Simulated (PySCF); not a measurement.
Mapped SMILES: `[CH3:1][C:2]#[C:3][C@@H:4]1[CH2:5][Si@@H:6]1[N:7]([CH3:8])[CH3:9]`. Each H is labelled by its parent atom. Ha(C5) is cis to C3 on the ring; Hb(C5) is trans to C3 on the ring.

GIAO PBE0/pcSseg-1 shifts (PySCF 2.14, gas phase, non-relativistic, equivalent atoms averaged), each against references optimised in the same way as the molecule (TMS, NH3).

On the GFN2-xTB geometry: C3 89.0, C2 80.3, C8/C9 40.5, C5 9.2, C1 5.5, C4 -0.2, Si6 -89.0, N7 9.6, H(Si6) 4.22, H(C8)/H(C9) 2.70, H(C1) 2.04, H(C4) 1.44, Ha(C5) 0.74, Hb(C5) 0.62 ppm.

Task: What changes on the PBE0-D3(BJ)/def2-SVP geometry?

Result: 
| atoms | δ (ppm) | change |
| --- | --- | --- |
| C3 | 87.3 | -1.7 |
| C2 | 78.7 | -1.6 |
| C8/C9 | 39.1 | -1.4 |
| C5 | 7.4 | -1.8 |
| C1 | 5.2 | -0.3 |
| C4 | -0.9 | -0.7 |
| Si6 | -79.2 | +9.8 |
| N7 | 7.2 | -2.4 |
| H(Si6) | 4.16 | -0.06 |
| H(C8)/H(C9) | 2.56 | -0.14 |
| H(C1) | 1.89 | -0.15 |
| H(C4) | 1.28 | -0.16 |
| Ha(C5) | 0.53 | -0.21 |
| Hb(C5) | 0.55 | -0.07 |

Part of each change is the reference's own: σ(TMS, C) goes from 186.9 to 184.4 ppm, σ(TMS, Si) goes from 349.2 to 352.0 ppm, σ(NH3, N) goes from 267.7 to 265.7 ppm, σ(TMS, H) goes from 31.72 to 31.27 ppm.

Bonds between heavy atoms that differ most (equivalent bonds averaged): C5–Si6 1.882 → 1.851 Å, Si6–C4 1.896 → 1.872 Å, C2–C3 1.202 → 1.216 Å, C3–C4 1.421 → 1.435 Å, C4–C5 1.558 → 1.569 Å. Mean change of bonds to hydrogen: C–H +0.012 Å, Si–H +0.032 Å.
